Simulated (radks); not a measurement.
Problem. The mean radii <r> (bohr) of the occupied orbitals of an atom or ion are listed with their occupations. Calculated with a radial shooting solver on a logarithmic mesh with Libxc functionals: non-relativistic Kohn-Sham, PBE, spin-polarised, spherical densities, point nucleus.

| orbital | occ. | <r> |
|---|---|---|
| 1s up | 1 | 0.09723 |
| 1s down | 1 | 0.09716 |
| 2s up | 1 | 0.4637 |
| 2s down | 1 | 0.4655 |
| 2p up | 3 | 0.4191 |
| 2p down | 2 | 0.4215 |

Name the element and its charge. Open shells, if any, are filled with parallel spins first.

Solution. Z = 16, sulfur, charge +7: S7+ in [He] 2s2 2p5. The 1s radius gives Z: for a bare nucleus <r> = 1.5/Z, 0.09375 bohr for Z = 16, and screening makes it slightly larger (0.09723 here). The occupations add up to 9, and the charge is Z minus that.
